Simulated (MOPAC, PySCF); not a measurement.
H$_{3}$BO$_{3}$, SMILES `B(O)(O)O`, neutral singlet in the gas phase. 

Z-matrix (Å, degrees):
```
B
O 1 1.3695
H 2 0.9620 1 112.78
O 1 1.3695 2 120.00 3 -180.00
H 4 0.9620 1 112.78 2 0.00
O 1 1.3695 2 120.00 3 0.00
H 6 0.9620 1 112.78 2 -180.00
```
Charge 0, multiplicity 1.

All levels are single points at this geometry (B3LYP-D3(BJ)/def2-TZVP); Pople sets use spherical d functions. Orbital energies aren't observables, and empty levels follow the basis.

AM1 in MOPAC gives HOMO (eV) = -12.66.

Q: Estimate the HOMO (eV) from each of these levels: B3LYP-D3(BJ)/def2-TZVP in PySCF; PBE-D3(BJ)/def2-TZVP in PySCF; B3LYP/6-31G* in PySCF; HF/6-31G* in PySCF; HF/STO-3G in PySCF.

A: 
```
level                            HOMO (eV)
-------------------------------  ---------
B3LYP-D3(BJ)/def2-TZVP in PySCF      -9.03
PBE-D3(BJ)/def2-TZVP in PySCF        -7.54
B3LYP/6-31G* in PySCF                -8.45
HF/6-31G* in PySCF                  -13.57
HF/STO-3G in PySCF                  -10.14
```
